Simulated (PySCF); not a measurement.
One molecule, many functionals

AsBH6OSi.
Bonds: Si1–O2, O2–B3, B3–As4. Hydrogens: H5, H6, H7 on Si1; H8 on B3; H9, H10 on As4.

Linear-response calculations in the def2-SVPD basis (PySCF; singlets by full response, triplets Tamm–Dancoff, core orbitals frozen in the response; HF means time-dependent Hartree–Fock). 'Strongest' is the level of largest summed f among the singlets computed (10 roots, of which the last may lack a degenerate partner); it can jump between rows when another state enters that window. S1 is the lowest singlet of each run and needn't be the same state throughout; f(S1) is that of one state. Isolated species at its PBE0-D3(BJ)/def2-SVP geometry (one conformer only). Relativistic effects, spin–orbit coupling among them, are left out although an element past zinc is present.

| functional | kind | S1 (eV) | f(S1) | strongest (eV) | T1 (eV) | HOMO (eV) | gap (eV) | ionisation energy, ΔSCF (eV) |
| --- | --- | --- | --- | --- | --- | --- | --- | --- |
| LDA | LDA | 4.41 | 0.021 | 5.68 | 3.82 | -6.10 | 4.05 | 9.09 |
| PBE | GGA | 4.49 | 0.024 | 6.70 | 3.79 | -5.98 | 4.15 | 8.93 |
| B3LYP | global hybrid, 20% exact exchange | 4.78 | 0.023 | 7.23 | 4.11 | -6.90 | 5.82 | 9.18 |
| PBE0 | global hybrid, 25% exact exchange | 4.85 | 0.024 | 7.37 | 4.10 | -7.10 | 6.23 | 9.16 |
| BHandHLYP | global hybrid, 50% exact exchange | 5.17 | 0.022 | 7.37 | 4.43 | -8.09 | 8.25 | 9.24 |
| CAM-B3LYP | range-separated hybrid | 4.96 | 0.020 | 7.58 | 4.29 | -8.37 | 8.61 | 9.30 |
| wB97X-D | range-separated hybrid | 5.03 | 0.022 | 7.31 | 4.38 | -8.89 | 9.87 | 9.25 |
| LC-wPBE | range-separated hybrid | 5.13 | 0.018 | 7.61 | 4.38 | -9.66 | 11.04 | 9.35 |
| HF | Hartree–Fock | 5.72 | 0.025 | 7.87 | 4.72 | -9.61 | 11.56 | not settled |

S1 runs from 4.41 eV (LDA) to 5.72 eV (HF), a spread of 1.32 eV, while the orbital gap spreads over 7.5 eV. Along PBE (0%), B3LYP (20%), PBE0 (25%), BHandHLYP (50%), HF (100%) S1 rises with the share of exact exchange. −ε(HOMO) comes closest to its own ΔSCF ionisation energy with LC-wPBE (+0.31 eV) and misses most with LDA (-2.99 eV). 'Not settled' means that the ion's SCF failed to converge or may have ended in another state than the lowest.
